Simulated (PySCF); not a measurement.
formic acid (CH$_{2}$O$_{2}$), singlet, geometry from GFN2-xTB, atoms displaced at random by about 0.08 Å a coordinate; PBE/6-31G, gradient by finite differences (PySCF).

Input for PySCF:
```python
from pyscf import gto, scf, dft

mol = gto.Mole()
mol.atom = '''
    O    -1.06675931   -0.54177422    0.00281531
    C    -0.01213562    0.47127289   -0.00863540
    O     1.17147301    0.15467085    0.04758702
    H    -0.74142530   -1.36858258    0.11488708
    H    -0.38774824    1.47593845   -0.05012512
'''
mol.basis = '6-31g'
mol.verbose = 4
mol.build()

mf = dft.RKS(mol)
mf.xc = 'pbe'
mf.conv_tol = 1e-11
mf.kernel()
scan, done = mf.as_scanner(), []
scan.scf_summary = {}
def energy(d):
    c = mol.atom_coords()
    c[4, 0] += d
    e = scan(mol.set_geom_(c, unit='Bohr', inplace=False))
    done.append(scan.converged)
    return e
h = 0.05
fd = (energy(h) - energy(-h)) / (2 * h)
print('dE/dx =', fd)
```

The log (banner, timings and long lists left out):

```
PySCF version 2.14.0

[INPUT] verbose = 4
[INPUT] num. atoms = 5
[INPUT] num. electrons = 24
[INPUT] charge = 0
[INPUT] spin (= nelec alpha-beta = 2S) = 0
[INPUT] symmetry False subgroup None
[INPUT] Mole.unit = angstrom
[INPUT] Symbol           X                Y                Z      unit          X                Y                Z       unit  Magmom
[INPUT]  1 O     -1.066759310000  -0.541774220000   0.002815310000 AA   -2.015882936730  -1.023804897150   0.005320164856 Bohr   0.0
[INPUT]  2 C     -0.012135620000   0.471272890000  -0.008635400000 AA   -0.022932998152   0.890576692032  -0.016318540976 Bohr   0.0
[INPUT]  3 O      1.171473010000   0.154670850000   0.047587020000 AA    2.213763151220   0.292285545954   0.089926434884 Bohr   0.0
[INPUT]  4 H     -0.741425300000  -1.368582580000   0.114887080000 AA   -1.401090758823  -2.586246255051   0.217105116451 Bohr   0.0
[INPUT]  5 H     -0.387748240000   1.475938450000  -0.050125120000 AA   -0.732737978882   2.789119447215  -0.094722748761 Bohr   0.0

nuclear repulsion = 67.7821334679202
number of shells = 19
number of NR pGTOs = 74
number of NR cGTOs = 31
basis = 6-31g
ecp = {}

******** <class 'pyscf.dft.rks.RKS'> ********
method = RKS
initial guess = minao
damping factor = 0
level_shift factor = 0
DIIS = <class 'pyscf.scf.diis.CDIIS'>
diis_start_cycle = 1
diis_space = 8
diis_damp = 0
SCF conv_tol = 1e-11
SCF conv_tol_grad = None
SCF max_cycles = 50
direct_scf = True
direct_scf_tol = 1e-13
XC library pyscf.dft.libxc version 7.1.2
    S. Lehtola, C. Steigemann, M. J. T. Oliveira, and M. A. L. Marques,  SoftwareX 7, 1–5 (2018)
XC functionals = pbe
    J. P. Perdew, K. Burke, and M. Ernzerhof,  Phys. Rev. Lett. 77, 3865 (1996)
    J. P. Perdew, K. Burke, and M. Ernzerhof,  Phys. Rev. Lett. 78, 1396 (1997)
    J. P. Perdew, K. Burke, and M. Ernzerhof,  Phys. Rev. Lett. 77, 3865 (1996)
    J. P. Perdew, K. Burke, and M. Ernzerhof,  Phys. Rev. Lett. 78, 1396 (1997)
radial grids:
    Treutler-Ahlrichs [JCP 102, 346 (1995); DOI:10.1063/1.469408] (M4) radial grids

becke partition: Becke, JCP 88, 2547 (1988); DOI:10.1063/1.454033
pruning grids: <function nwchem_prune>
grids dens level: 3
symmetrized grids: False
atomic radii adjust function: <function treutler_atomic_radii_adjust>
small_rho_cutoff = 0
Set gradient conv threshold to 3.16228e-06
Initial guess from minao.
tot grids = 61904
init E= -189.775901342871
  HOMO = -0.358365264081466  LUMO = -0.101990150462251  gap/eV = 6.97632
cycle= 1 E= -189.263085975122  delta_E= 0.513  |g|= 1.02  |ddm|= 2.21
  HOMO = -0.082387928324539  LUMO = 0.0267969967356905  gap/eV = 2.97107
cycle= 2 E= -188.119500456144  delta_E= 1.14  |g|= 2.49  |ddm|= 3.12
  HOMO = -0.231961040698125  LUMO = -0.0510384692694554  gap/eV = 4.92315
cycle= 3 E= -189.366312518979  delta_E= -1.25  |g|= 0.718  |ddm|= 2.69
  HOMO = -0.239390143450107  LUMO = -0.0543001521475068  gap/eV = 5.03656
cycle= 4 E= -189.469127782392  delta_E= -0.103  |g|= 0.173  |ddm|= 0.685
  HOMO = -0.253504884542662  LUMO = -0.0756042378364834  gap/eV = 4.84092
cycle= 5 E= -189.475071812461  delta_E= -0.00594  |g|= 0.0431  |ddm|= 0.163
  HOMO = -0.247282869600605  LUMO = -0.0675473246280629  gap/eV = 4.89085
cycle= 6 E= -189.475570265334  delta_E= -0.000498  |g|= 0.00754  |ddm|= 0.0443
  HOMO = -0.247967198420075  LUMO = -0.0680462745188162  gap/eV = 4.89590
cycle= 7 E= -189.475585168465  delta_E= -1.49e-05  |g|= 0.000898  |ddm|= 0.0103
  HOMO = -0.247924411905855  LUMO = -0.0680182818679316  gap/eV = 4.89550
cycle= 8 E= -189.475585384719  delta_E= -2.16e-07  |g|= 0.000187  |ddm|= 0.00124
  HOMO = -0.247922544597968  LUMO = -0.0680122884005905  gap/eV = 4.89561
cycle= 9 E= -189.475585394032  delta_E= -9.31e-09  |g|= 4.22e-05  |ddm|= 0.000236
  HOMO = -0.247925234998109  LUMO = -0.068012505730086  gap/eV = 4.89567
cycle= 10 E= -189.475585394426  delta_E= -3.94e-10  |g|= 2.85e-06  |ddm|= 3.76e-05
  HOMO = -0.247925223831411  LUMO = -0.0680126092934088  gap/eV = 4.89567
cycle= 11 E= -189.475585394428  delta_E= -2.1e-12  |g|= 1.21e-07  |ddm|= 2.55e-06
  HOMO = -0.247925198885803  LUMO = -0.0680126044879201  gap/eV = 4.89567
Extra cycle  E= -189.475585394428  delta_E= 1.14e-13  |g|= 2.62e-07  |ddm|= 2.86e-07
converged SCF energy = -189.475585394428
Create scanner for <class 'pyscf.dft.rks.RKS'>

WARN: Mole.unit (angstrom) is changed to Bohr

New geometry
   1 O     -1.066759310000  -0.541774220000   0.002815310000 AA   -2.015882936730  -1.023804897150   0.005320164856 Bohr
   2 C     -0.012135620000   0.471272890000  -0.008635400000 AA   -0.022932998152   0.890576692032  -0.016318540976 Bohr
   3 O      1.171473010000   0.154670850000   0.047587020000 AA    2.213763151220   0.292285545954   0.089926434884 Bohr
   4 H     -0.741425300000  -1.368582580000   0.114887080000 AA   -1.401090758823  -2.586246255051   0.217105116451 Bohr
   5 H     -0.361289379454   1.475938450000  -0.050125120000 AA   -0.682737978882   2.789119447215  -0.094722748761 Bohr

******** <class 'pyscf.scf.hf.RKS_Scanner'> ********
method = RKS_Scanner
initial guess = minao
damping factor = 0
level_shift factor = 0
DIIS = <class 'pyscf.scf.diis.CDIIS'>
diis_start_cycle = 1
diis_space = 8
diis_damp = 0
SCF conv_tol = 1e-11
SCF conv_tol_grad = None
SCF max_cycles = 50
direct_scf = True
direct_scf_tol = 1e-13
XC library pyscf.dft.libxc version 7.1.2
    S. Lehtola, C. Steigemann, M. J. T. Oliveira, and M. A. L. Marques,  SoftwareX 7, 1–5 (2018)
XC functionals = pbe
    J. P. Perdew, K. Burke, and M. Ernzerhof,  Phys. Rev. Lett. 77, 3865 (1996)
    J. P. Perdew, K. Burke, and M. Ernzerhof,  Phys. Rev. Lett. 78, 1396 (1997)
    J. P. Perdew, K. Burke, and M. Ernzerhof,  Phys. Rev. Lett. 77, 3865 (1996)
    J. P. Perdew, K. Burke, and M. Ernzerhof,  Phys. Rev. Lett. 78, 1396 (1997)
radial grids:
    Treutler-Ahlrichs [JCP 102, 346 (1995); DOI:10.1063/1.469408] (M4) radial grids

becke partition: Becke, JCP 88, 2547 (1988); DOI:10.1063/1.454033
pruning grids: <function nwchem_prune>
grids dens level: 3
symmetrized grids: False
atomic radii adjust function: <function treutler_atomic_radii_adjust>
small_rho_cutoff = 0
Set gradient conv threshold to 3.16228e-06
tot grids = 61904
init E= -189.476981403728
  HOMO = -0.247754774006119  LUMO = -0.06785999127415  gap/eV = 4.89519
cycle= 1 E= -189.474657846138  delta_E= 0.00232  |g|= 0.0122  |ddm|= 0.0212
  HOMO = -0.244878796655651  LUMO = -0.0670667296657659  gap/eV = 4.83851
cycle= 2 E= -189.474283597838  delta_E= 0.000374  |g|= 0.0444  |ddm|= 0.0455
  HOMO = -0.247062656702093  LUMO = -0.0677589658385724  gap/eV = 4.87910
cycle= 3 E= -189.474689853573  delta_E= -0.000406  |g|= 0.000951  |ddm|= 0.0341
  HOMO = -0.247249766795909  LUMO = -0.0679554203113273  gap/eV = 4.87885
cycle= 4 E= -189.474690093209  delta_E= -2.4e-07  |g|= 0.000257  |ddm|= 0.00143
  HOMO = -0.247223722329196  LUMO = -0.0679097513275027  gap/eV = 4.87938
cycle= 5 E= -189.474690110161  delta_E= -1.7e-08  |g|= 4.78e-05  |ddm|= 0.000294
  HOMO = -0.247221541158368  LUMO = -0.0679114576378088  gap/eV = 4.87928
cycle= 6 E= -189.474690110542  delta_E= -3.81e-10  |g|= 3.01e-05  |ddm|= 5.85e-05
  HOMO = -0.247222574187153  LUMO = -0.067911094732471  gap/eV = 4.87931
cycle= 7 E= -189.474690110723  delta_E= -1.81e-10  |g|= 1.88e-06  |ddm|= 1.93e-05
  HOMO = -0.247222432351411  LUMO = -0.067910929724913  gap/eV = 4.87931
cycle= 8 E= -189.474690110724  delta_E= -1.53e-12  |g|= 4.98e-07  |ddm|= 3.05e-06
  HOMO = -0.247222546492674  LUMO = -0.0679109673586789  gap/eV = 4.87932
Extra cycle  E= -189.474690110723  delta_E= 1.42e-12  |g|= 1.91e-06  |ddm|= 2.04e-06
converged SCF energy = -189.474690110723

WARN: Mole.unit (angstrom) is changed to Bohr

New geometry
   1 O     -1.066759310000  -0.541774220000   0.002815310000 AA   -2.015882936730  -1.023804897150   0.005320164856 Bohr
   2 C     -0.012135620000   0.471272890000  -0.008635400000 AA   -0.022932998152   0.890576692032  -0.016318540976 Bohr
   3 O      1.171473010000   0.154670850000   0.047587020000 AA    2.213763151220   0.292285545954   0.089926434884 Bohr
   4 H     -0.741425300000  -1.368582580000   0.114887080000 AA   -1.401090758823  -2.586246255051   0.217105116451 Bohr
   5 H     -0.414207100546   1.475938450000  -0.050125120000 AA   -0.782737978882   2.789119447215  -0.094722748761 Bohr

******** <class 'pyscf.scf.hf.RKS_Scanner'> ********
method = RKS_Scanner
initial guess = minao
damping factor = 0
level_shift factor = 0
DIIS = <class 'pyscf.scf.diis.CDIIS'>
diis_start_cycle = 1
diis_space = 8
diis_damp = 0
SCF conv_tol = 1e-11
SCF conv_tol_grad = None
SCF max_cycles = 50
direct_scf = True
direct_scf_tol = 1e-13
XC library pyscf.dft.libxc version 7.1.2
    S. Lehtola, C. Steigemann, M. J. T. Oliveira, and M. A. L. Marques,  SoftwareX 7, 1–5 (2018)
XC functionals = pbe
    J. P. Perdew, K. Burke, and M. Ernzerhof,  Phys. Rev. Lett. 77, 3865 (1996)
    J. P. Perdew, K. Burke, and M. Ernzerhof,  Phys. Rev. Lett. 78, 1396 (1997)
    J. P. Perdew, K. Burke, and M. Ernzerhof,  Phys. Rev. Lett. 77, 3865 (1996)
    J. P. Perdew, K. Burke, and M. Ernzerhof,  Phys. Rev. Lett. 78, 1396 (1997)
radial grids:
    Treutler-Ahlrichs [JCP 102, 346 (1995); DOI:10.1063/1.469408] (M4) radial grids

becke partition: Becke, JCP 88, 2547 (1988); DOI:10.1063/1.454033
pruning grids: <function nwchem_prune>
grids dens level: 3
symmetrized grids: False
atomic radii adjust function: <function treutler_atomic_radii_adjust>
small_rho_cutoff = 0
Set gradient conv threshold to 3.16228e-06
tot grids = 61904
init E= -189.471335216866
  HOMO = -0.247777294709095  LUMO = -0.068482523216419  gap/eV = 4.87886
cycle= 1 E= -189.476098039325  delta_E= -0.00476  |g|= 0.0248  |ddm|= 0.0425
  HOMO = -0.253184964108645  LUMO = -0.0695866780255963  gap/eV = 4.99596
cycle= 2 E= -189.474566721472  delta_E= 0.00153  |g|= 0.0898  |ddm|= 0.0914
  HOMO = -0.24892840603899  LUMO = -0.0683344483156685  gap/eV = 4.91421
cycle= 3 E= -189.476231789092  delta_E= -0.00167  |g|= 0.00211  |ddm|= 0.0683
  HOMO = -0.248538723200277  LUMO = -0.0680614995051967  gap/eV = 4.91104
cycle= 4 E= -189.476232652287  delta_E= -8.63e-07  |g|= 0.00127  |ddm|= 0.00329
  HOMO = -0.248602797325204  LUMO = -0.0680744860796805  gap/eV = 4.91243
cycle= 5 E= -189.476232941612  delta_E= -2.89e-07  |g|= 0.000306  |ddm|= 0.00101
  HOMO = -0.248619126632924  LUMO = -0.0681160893266854  gap/eV = 4.91174
cycle= 6 E= -189.476232964777  delta_E= -2.32e-08  |g|= 4.42e-05  |ddm|= 0.000282
  HOMO = -0.248617376923245  LUMO = -0.0681119991747607  gap/eV = 4.91180
cycle= 7 E= -189.476232965322  delta_E= -5.45e-10  |g|= 6.14e-06  |ddm|= 5.13e-05
  HOMO = -0.24861773769446  LUMO = -0.0681122994049692  gap/eV = 4.91180
cycle= 8 E= -189.476232965332  delta_E= -9.61e-12  |g|= 1.17e-06  |ddm|= 8.43e-06
  HOMO = -0.248617495026079  LUMO = -0.0681121620683409  gap/eV = 4.91180
Extra cycle  E= -189.476232965328  delta_E= 3.52e-12  |g|= 4.42e-06  |ddm|= 4.87e-06
converged SCF energy = -189.476232965328
dE/dx = 0.015428546055318293
```
